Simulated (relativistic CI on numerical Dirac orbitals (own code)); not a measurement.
# Ho²⁺ (4f11) in a crystal field

Calculated by Dirac-Coulomb-Breit CI, separate exchange-only KLI orbitals for each configuration, a model potential for QED, valence Slater integrals scaled by 0.75, one configuration in a parametric crystal field (own radial code).

Field parameters in Wybourne normalisation; cubic f-shell fields have B⁴₄ = √(5/14) B⁴₀ and B⁶₄ = −√(7/2) B⁶₀. The field is a parameter set, without covalency.

S is read from ⟨S²⟩ = S(S + 1).

Powder χT (cm³ K mol⁻¹) by Van Vleck's formula, with temperature-independent terms:

```tsv
Field	2 K	5 K	10 K	20 K	50 K	100 K	200 K	300 K
D4h, B20 = 500, B40 = 340, B44 = 510, B60 = -310, B64 = 530 cm⁻¹	5.24	6.58	7.59	8.66	9.99	10.7	11.2	11.3
Oh, B40 = -1790, B60 = 270 cm⁻¹	4	4.98	6.55	8.71	10.3	10.7	11.1	11.2
Oh, B40 = 1220, B60 = 280 cm⁻¹	4.65	5.13	5.91	7.36	9.66	10.7	11.1	11.3
Oh, B40 = 510, B60 = 80 cm⁻¹	6.53	8.19	9.39	10.4	11	11.3	11.4	11.4
Oh, B40 = -1790, B60 = 340 cm⁻¹	4.11	5.25	7.06	9.19	10.3	10.6	11	11.2
Oh, B40 = -900, B60 = 140 cm⁻¹	4.64	6.52	8.68	10	10.7	11	11.3	11.4
```

Task: For Oh, B40 = -1790, B60 = 270 cm⁻¹: what effective moment follows at 300 K?

Result: μ_eff = √(8χT) = 9.48 μB. The LS value g√(J(J + 1)) of the free ion's 4I°_15/2 level is 9.58 μB.
